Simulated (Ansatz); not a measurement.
One change: `OC(O)(Cl)Cl` becomes `[OH][Ge]([OH])([Cl])[Cl]`.

Ansatz, PBE0-D4/def2-TZVP geometries, multiplicity 1. Each molecule was computed in one conformer, which needn't be the lowest.

Scalar relativity is left out up to krypton.

```json
{"property": "HOMO energy (PBE/def2-TZVPP) / eV", "`OC(O)(Cl)Cl`": "-7.26"}
{"property": "HOMO energy (B3LYP/def2-TZVPP) / eV", "`OC(O)(Cl)Cl`": "-8.50"}
{"property": "LUMO energy (PBE0/def2-TZVPP) / eV", "`OC(O)(Cl)Cl`": "-0.12"}
{"property": "HOMO–LUMO gap (ωB97M-V/def2-TZVPP) / eV", "`OC(O)(Cl)Cl`": "13.15"}
{"property": "HOMO–LUMO gap (PBE0/def2-TZVPP) / eV", "`OC(O)(Cl)Cl`": "8.66"}
{"property": "HOMO–LUMO gap (B3LYP/def2-TZVPP) / eV", "`OC(O)(Cl)Cl`": "8.08"}
```

Problem. What does the change do to each property? (Best estimate.)

Solution. Ansatz gave: 
```json
{"property": "HOMO energy (PBE/def2-TZVPP) / eV", "`[OH][Ge]([OH])([Cl])[Cl]`": "-7.81", "shift": "-0.55"}
{"property": "HOMO energy (B3LYP/def2-TZVPP) / eV", "`[OH][Ge]([OH])([Cl])[Cl]`": "-9.05", "shift": "-0.55"}
{"property": "LUMO energy (PBE0/def2-TZVPP) / eV", "`[OH][Ge]([OH])([Cl])[Cl]`": "-1.12", "shift": "-1.00"}
{"property": "HOMO–LUMO gap (ωB97M-V/def2-TZVPP) / eV", "`[OH][Ge]([OH])([Cl])[Cl]`": "12.52", "shift": "-0.63"}
{"property": "HOMO–LUMO gap (PBE0/def2-TZVPP) / eV", "`[OH][Ge]([OH])([Cl])[Cl]`": "8.23", "shift": "-0.43"}
{"property": "HOMO–LUMO gap (B3LYP/def2-TZVPP) / eV", "`[OH][Ge]([OH])([Cl])[Cl]`": "7.58", "shift": "-0.50"}
```

With PBE0 the HOMO falls by 0.57 eV and the LUMO falls by 1.00 eV, so the gap narrows by about 0.43 eV. PBE moves the HOMO by -0.55 eV and ωB97M-V by -0.57 eV.

B3LYP here is the variant with VWN-RPA as its local correlation; programs differ in this.
